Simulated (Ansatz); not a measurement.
`[SnH4]` at its PBE0-D4/def2-TZVP geometry, where that method's forces vanish. Charge 0, multiplicity 1. Sn: def2 effective core potential.

```xyz
5

Sn    0.0000    0.0000    0.0000
H    -1.4545    0.8870    0.0194
H     0.7139    0.0460    1.5464
H     1.0671    0.6838   -1.1387
H    -0.3264   -1.6168   -0.4270
```

What forces (eV/Å) does r2SCAN-D4/def2-TZVPP give on these atoms in Ansatz 0.2.0? (Best estimate.)

Ansatz gave: 
```
Sn1  0.000  0.000  0.000
H2   0.025 -0.015  0.000
H3  -0.012 -0.001 -0.026
H4  -0.018 -0.012  0.019
H5   0.006  0.028  0.007
```
